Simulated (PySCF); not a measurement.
**Does the structure fit the spectrum?**

A compound C9H8O3 gives the data below (simulated from a calculation) and was assigned the structure `CO[C@H]1OC(=O)c2ccccc21`.

¹³C{¹H} NMR (computed): δ 165.3 (CH), 146.8 (C), 145.7 (C), 134.9 (CH), 133.7 (CH), 129.8 (CH), 125.7 (CH), 106.1 (CH), 78.2 (CH2).

¹H NMR (500 MHz, computed): δ 8.11 (s, 1H), 8.09 (d, 1H), 7.82 (s, 1H), 7.72 (m, 1H), 7.67 (m, 1H), 7.58 (m, 1H), 5.63 (m, 1H), 5.41 (m, 1H).

- shielding tensors at PBE0/pcSseg-1 (GIAO)
- geometry from GFN2-xTB
- program: PySCF 2.14
- gas phase, one computed conformer, no relativistic terms

References, each an isolated molecule treated in the same way: ¹H and ¹³C vs TMS.

Problem. Compare with the shifts computed for the proposed structure, pairing carbons in order of shift.

Solution. Atom-mapped SMILES (the numbers label the heavy atoms): `[CH3:1][O:2][C@H:3]1[O:4][C:5](=[O:6])[c:7]2[cH:8][cH:9][cH:10][cH:11][c:12]21`. Each H is labelled by its parent atom.

```csv
atom,computed for proposal,given list,difference
C5,172.8,165.3,+7.5
C12,153.7,146.8,+6.9
C10,138.5,145.7,-7.2
C9,135.3,134.9,+0.4
C7,134.3,133.7,+0.6
C8,132.3,129.8,+2.5
C11,129.3,125.7,+3.6
C3,105.8,106.1,-0.3
C1,59.7,78.2,-18.5
```

The rms difference is 7.6 ppm and the largest -18.5 ppm at C1 (methyl carbon bonded to O). The carbon types in order of shift don't match either: C, C, CH, CH, C, CH, CH, CH, CH3 for the proposal against CH, C, C, CH, CH, CH, CH, CH, CH2 in the data. The proposal doesn't fit.

Problem. Which isomer fits?

Solution. `InChI=1S/C9H8O3/c10-6-12-9-8-4-2-1-3-7(8)5-11-9/h1-4,6,9H,5H2/t9-/m1/s1`.

- Carbon types of the structure: 2 × C, 6 × CH, 1 × CH2, which accounts for all hydrogens.
- δC 165.3: ester carbonyl carbon; it is a carbonyl in resonance with an O or N lone pair, the region of acids, esters and amides.
- δC 134.9, 133.7, 129.8, 125.7: aromatic CH.
- δC 106.1: sp3 carbon bearing two oxygens; 2 electronegative neighbours deshield it.
- δC 78.2: sp3 CH2 bonded to O, on an aromatic ring; pulled downfield by the heteroatom.

Other isomers checked: CC(=O)c1cccc(C(=O)O)c1 (rms 24.1 ppm).

This is the structure that produced the data.

Shifts are as computed. Against solution values, carbons near 30 ppm lie about +3 ppm off and those near 130 ppm about +5 ppm. Of 1211 compounds with measured shifts, 218 miss one by over three times the rms of a fit or turn the order of signals round; such compounds aren't used in these exercises. No couplings were computed; multiplicities are counted from neighbouring protons, with m where these are inequivalent, close in shift, in a saturated or five-membered ring or joined by F or P, and br s for small geminal =CH2 splittings.
